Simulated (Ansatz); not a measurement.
```yaml
crystal:
  periodic: [false, false, false]
  atoms:
    - {symbol: F, position_ang: [-0.018634, 1.833871, 2.209691]}
    - {symbol: C, position_ang: [0.409556, 0.224564, 2.009171]}
    - {symbol: C, position_ang: [0.235523, -0.357634, 0.264965]}
    - {symbol: F, position_ang: [0.935229, -1.410949, 0.265067]}
    - {symbol: C, position_ang: [-0.193892, 0.306864, -0.246399]}
    - {symbol: C, position_ang: [-0.540771, -0.172043, -1.804369]}
    - {symbol: F, position_ang: [-0.851111, 0.241256, -2.964511]}
    - {symbol: F, position_ang: [-0.232329, -1.309782, -2.125875]}
    - {symbol: H, position_ang: [1.258937, -0.240311, 2.409607]}
    - {symbol: H, position_ang: [-1.143093, 1.068390, -0.496142]}
basis:
  gaussian: {orbitals: 6-31G, point_charges: [{charge: 2.00, position_ang: [3.775, 0.045, 0.463]}]}
hamiltonian: {xc: {name: LC-wPBE}, pseudopotentials: {relativity: none}}
accuracy: high
scf: {lower_state_search: light}
```

```sh
$ ansatz run in.yaml --threads 8 --pin off --events-out ev --progress --plain --max-ram 18278MiB
```

Shortened log:

```
Functional definition: LC-wPBE
1836 factors; integrals over basis functions are off by at most 3.9e-9 eV
545 factors; integrals over basis functions are off by at most 2.1e-9 eV
mean field evaluation 1: about -15000.2068 eV, gradient 6.0e1 eV
mean field evaluation 2: about -14962.6351 eV, gradient 1.2e2 eV
mean field evaluation 4: about -15011.0967 eV, gradient 8.2e0 eV
mean field evaluation 8: about -15011.3463 eV, gradient 4.2e-1 eV
mean field evaluation 16: about -15011.3354 eV, gradient 1.0e-2 eV
mean field evaluation 32: about -15011.3354 eV, gradient 1.7e-6 eV
mean field -15011.33540968 eV, -551.6564012573 hartree, gradient 8.5e-8 eV, S^2 0.000000; 0 other end points of the search recorded, 0 dependent functions left out
reference -15011.33540968 eV, -551.6564012573 hartree; 31, 31 occupied and 45, 45 virtual orbitals, 1836 factors
Total energy: -15011.33540968 eV, -551.6564012573 hartree
```

Hardware: 8 threads of an Arm Neoverse V2 on a shared host. Wall time 1.6 s, peak host memory 0.25 GiB.
